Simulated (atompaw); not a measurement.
## Pseudopotential generation for Au (Z = 79): PAW (atompaw), LDA (PW92), scalar-relativistic.

Au (Z = 79), PAW, made with atompaw 4.2.0.5 (LDA (PW92), scalar-relativistic). Core [Xe], reference 4f14 5d10 6s0.5 6p0 (charge +0.5). Waves: 6s (bound): rc 2.45 bohr; 6s channel at 0.9 Ry: rc 2.45 bohr; 6p (bound, empty): rc 3.00 bohr; 6p channel at 0.1 Ry: rc 3.00 bohr; 5d (bound): rc 1.70 bohr; 5d channel at -0.45 Ry: rc 3.00 bohr; 4f (bound): rc 0.70 bohr; 4f channel at -5.85 Ry: rc 0.70 bohr. Local part: bessel scheme, radius 2.75 bohr. Core correction: smooth core density matched at 2.10 bohr. Augmentation charge: sinc compensation charge, radius 2.65 bohr; PAW radius 3.00 bohr; waves and projectors: custom polynom gramschmidtortho.

All-electron outer shells of the reference configuration (LDA (PW92), scalar-relativistic, ld1.x):

```json
{"shell": "5s", "level (eV)": "-112.91", "outermost node (bohr)": "0.48", "outermost maximum (bohr)": "0.84"}
{"shell": "4f", "level (eV)": "-85.69", "outermost node (bohr)": "–", "outermost maximum (bohr)": "0.37"}
{"shell": "5p", "level (eV)": "-64.22", "outermost node (bohr)": "0.52", "outermost maximum (bohr)": "0.96"}
{"shell": "5d", "level (eV)": "-11.23", "outermost node (bohr)": "0.56", "outermost maximum (bohr)": "1.21"}
{"shell": "6s", "level (eV)": "-9.74", "outermost node (bohr)": "1.11", "outermost maximum (bohr)": "2.27"}
{"shell": "6p", "level (eV)": "-3.73", "outermost node (bohr)": "1.32", "outermost maximum (bohr)": "3.18"}
```

Question: Estimate the cutoffs (Ry, on a coarse ladder) from which the occupation-weighted sum of valence levels, in a spherical-Bessel basis at the reference potential, stays within 10 and 1 mRy of its value at 400 Ry.

Answer: over 300 Ry and over 300 Ry.

Question: What does a ghost test show?

Answer: No extra level below or beside the all-electron valence levels (s, p, d, f tested).

Question: Is the overlap operator S = 1 + Σ q|β⟩⟨β| positive definite (Bessel basis up to 400 Ry)?

Answer: Yes: its lowest eigenvalue is 0.14 (d channel).

Question: Which valence shell sets the plane-wave cutoff?

Answer: 4f: its level needs over 300 Ry to come within 1 mRy, against 45 Ry for 5d.
